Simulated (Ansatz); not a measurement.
C3H5 (SMILES [CH-]1CC1), charge -1, singlet, at a GFN2-xTB geometry (a gas-phase anion, which may not be bound at this level); R2SCAN/pc-2 in Ansatz (a first-principles code).

Ansatz was given this input:
Ansatz 0.2 input:
```yaml
crystal:
  periodic: [false, false, false]
  atoms:
    - {symbol: C, position_ang: [-0.01075075, 0.96016996, 0.09341244]}
    - {symbol: C, position_ang: [0.75577748, -0.34450835, 0.02662440]}
    - {symbol: C, position_ang: [-0.74825136, -0.36088374, 0.02184688]}
    - {symbol: H, position_ang: [-0.01259673, 1.43179750, -0.94199642]}
    - {symbol: H, position_ang: [1.25539163, -0.74361368, -0.87634220]}
    - {symbol: H, position_ang: [1.26166067, -0.70938769, 0.92963389]}
    - {symbol: H, position_ang: [-1.25179611, -0.73675342, 0.92164993]}
    - {symbol: H, position_ang: [-1.23331166, -0.77070990, -0.88424753]}
basis:
  gaussian:
    orbitals: pc-2.json
hamiltonian:
  xc: r2scan
total_charge: -1
```
The basis file holds pc-2 in the JSON format of the Basis Set Exchange.

The log (banner, timings and long lists left out):

```
Functional definition: r2SCAN
755 factors; their error is unknown
mean field evaluation 1: about -3183.8220 eV, gradient 4.3e1 eV
mean field evaluation 2: about -3161.3729 eV, gradient 9.2e1 eV
mean field evaluation 4: about -3188.6776 eV, gradient 7.8e0 eV
mean field evaluation 8: about -3188.7924 eV, gradient 4.5e-1 eV
mean field evaluation 16: about -3188.7927 eV, gradient 2.0e-5 eV
mean field -3188.79271309 eV, -117.1859707647 hartree, gradient 7.3e-6 eV, S^2 0.000000; 0 other end points of the search recorded, 0 dependent functions left out
reference -3188.79272698 eV, -117.1859712753 hartree; 12, 12 occupied and 148, 148 virtual orbitals, 755 factors
Total energy: -3188.79272698 eV, -117.1859712753 hartree
```
